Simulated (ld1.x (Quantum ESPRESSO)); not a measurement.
**Which change was made? (He, RRKJ)**

He, norm-conserving RRKJ (Kleinman–Bylander form), made with ld1.x (Quantum ESPRESSO) 7.5 (LDA (PZ), scalar-relativistic). Core none, reference 1s2. Waves: 1s (bound): rc 0.55 bohr; 2p channel at 0.25 Ry: rc 0.55 bohr. Local part: all-electron potential smoothed inside 0.40 bohr (lloc = -2). Core correction: none.

Cutoffs, loose and tight: the cutoffs (Ry, on a coarse ladder) from which the occupation-weighted sum of valence levels, in a spherical-Bessel basis at the reference potential, stays within 10 and 1 mRy of its value at 400 Ry. They do not see the model core or the augmentation charge, which bear on the density cutoff. Test errors are all-electron minus pseudo excitation energies from the reference, over the configurations 1s1; 1s1.5 (two spin-polarised tests are not counted in the largest error); variants that change the core or the reference have their own tests.

The base gives: outcome: generated; cutoff, loose: 160 Ry; cutoff, tight: 230 Ry; bound ghosts: none; largest test error (meV): +3.3.

**Question.** After one change the result is: outcome: generated; cutoff, loose: 90 Ry; cutoff, tight: 120 Ry; bound ghosts: none; largest test error (meV): +23. Which change was it?
A. wave 1s (bound): rc 0.55 bohr becomes 1s (bound): rc 0.82 bohr
B. wave 1s (bound): rc 0.55 bohr becomes 1s (bound): rc 0.66 bohr
C. wave 1s (bound): rc 0.55 bohr becomes 1s (bound): rc 0.74 bohr
D. wave 1s (bound): rc 0.55 bohr becomes 1s (bound): rc 0.38 bohr

**Answer.** A. The others give: wave 1s (bound): rc 0.55 bohr becomes 1s (bound): rc 0.66 bohr → outcome: generated; cutoff, loose: 120 Ry; cutoff, tight: 180 Ry; bound ghosts: none; largest test error (meV): +8.4 | wave 1s (bound): rc 0.55 bohr becomes 1s (bound): rc 0.74 bohr → outcome: generated; cutoff, loose: 100 Ry; cutoff, tight: 140 Ry; bound ghosts: none; largest test error (meV): +15 | wave 1s (bound): rc 0.55 bohr becomes 1s (bound): rc 0.38 bohr → outcome: generated; cutoff, loose: 230 Ry; cutoff, tight: over 300 Ry; bound ghosts: none; largest test error (meV): -0.5.
